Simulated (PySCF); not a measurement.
Computed properties of MoF3H3, SMILES [F][MoH3]([F])[F], multiplicity 1

MoF₃H₃, SMILES [F][MoH3]([F])[F], multiplicity 1. Coordinates come from a B3LYP-D3(BJ)/def2-SVP optimisation. The multiplicity is an assumed one; other spin states were not compared. The def2 effective core potentials stand for the cores of Mo; spin–orbit coupling is left out. The values are those of a single conformer. All values are computed for the isolated molecule unless a solvent is named; none is compared with measurement here.

**Structure.** The optimised structure has C3v symmetry. All 15 harmonic modes at B3LYP-D3(BJ)/def2-SVP (PySCF) are real, so it is a minimum. With heavy atoms numbered as in [MoH3:1]([F:2])([F:3])[F:4], the shortest bond between them is Mo1–F2 at 1.860 Å and the longest Mo1–F3 at 1.860 Å.

**Vibrations.** The strongest infrared lines (harmonic, unscaled, degenerate partners summed) lie at 741 cm⁻¹ (267 km/mol, F 42 %, H 37 %, Mo 21 %), 2035 cm⁻¹ (80 km/mol, H 100 %), 1156 cm⁻¹ (72 km/mol, H 98 %). The softest mode is at 161 cm⁻¹ and the zero-point energy is 19.7 kcal/mol.

**Electronic structure.** HF/def2-TZVPD (PySCF) places the frontier levels at -12.65 and 0.63 eV, a gap of 13.28 eV, and gives a dipole moment of 0.25 D and a mean polarisability of 40.7 bohr³. PBE/def2-TZVPD (PySCF) at the same geometry gives -7.37 and -3.99 eV, so its gap is 9.90 eV narrower. An orbital gap is neither the optical nor the fundamental gap.

**Excitations.** TDA-B3LYP/def2-SVPD (PySCF) has S1 at 3.46 eV (358 nm, f = 0.000, dark); the most intense of the 10 singlets computed lies at 4.20 eV (f = 0.06). Strengths of degenerate partners are summed. T1 (TDA) is at 3.00 eV, 0.46 eV under S1. TDA-PBE/def2-SVPD (PySCF) puts S1 at 3.39 eV. No vertical singlet excitation falls in the visible range (under 3.1 eV).
